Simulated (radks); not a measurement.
The numbers below are computed, except where a source is named.
Initial-state core-level shifts of neutral chromium when its valence configuration changes from [Ar] 3d5 4s1. Code: a radial shooting solver on a logarithmic mesh with Libxc functionals. Model: non-relativistic Kohn-Sham, PBEsol, spin-polarised, spherical densities, point nucleus; open shells are filled with parallel spins first. Shifts are changes of the shell-averaged eigenvalues in eV (positive: less bound); the change of the density at the nucleus, which sets a Mossbauer isomer shift, is in e/bohr^3, on a base of 9305.

valence               1s       2s       2p       3p  density at nucleus
3d6               +0.568   +0.932   +0.896   +0.638             -3.6559
3d4 4s1 4p1       -5.823   -6.386   -6.327   -5.727             +1.5713
3d4 4p2           -7.141   -7.627   -7.571   -7.047             -2.5839
3d3 4s2 4p1      -12.182  -13.619  -13.480  -11.608             +7.9912
3d4.5 4s1 4p0.5   -2.719   -2.956   -2.931   -2.711             +0.6839
3d2 4s1 4p3      -21.422  -24.068  -23.817  -19.830             +7.1105
3d4 4s2           -4.678   -5.232   -5.177   -4.610             +4.3689
3d5 4p1           -1.383   -1.255   -1.265   -1.407             -3.4581
3d2.5 4s1 4p2.5  -17.105  -19.126  -18.929  -16.078             +5.4546
